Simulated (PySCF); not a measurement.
Computed with TPSSh-D3(BJ)/def2-TZVP // r2SCAN-D4/def2-SVP in PySCF. All species are isolated molecules in the gas phase. 

Reference species: [Y(Cl)3] (neutral, multiplicity 1).

```json
{
 "charge on the central atom (Mulliken)": "1.30 e",
 "HOMO": "-8.39 eV",
 "mean_distance_from_the_central_atom_to_its_bonded_neighbours": "2.443 Å",
 "coordination_number": "3"
}
```

Changed species: [Y(Cl)2(F)] (1 of 3 Cl replaced by F; the reference has 0 of 3 Cl replaced by F).

Q: Predict the effect on the charge on the central atom (Mulliken), HOMO, mean distance from the central atom to its bonded neighbours and coordination number.

A: the charge on the central atom (Mulliken) goes up by 0.09 e, to 1.39 e; the HOMO goes up by 0.08 eV, to -8.31 eV; the mean distance from the central atom to its bonded neighbours falls by 0.146 Å, to 2.297 Å; the coordination number stays essentially unchanged.
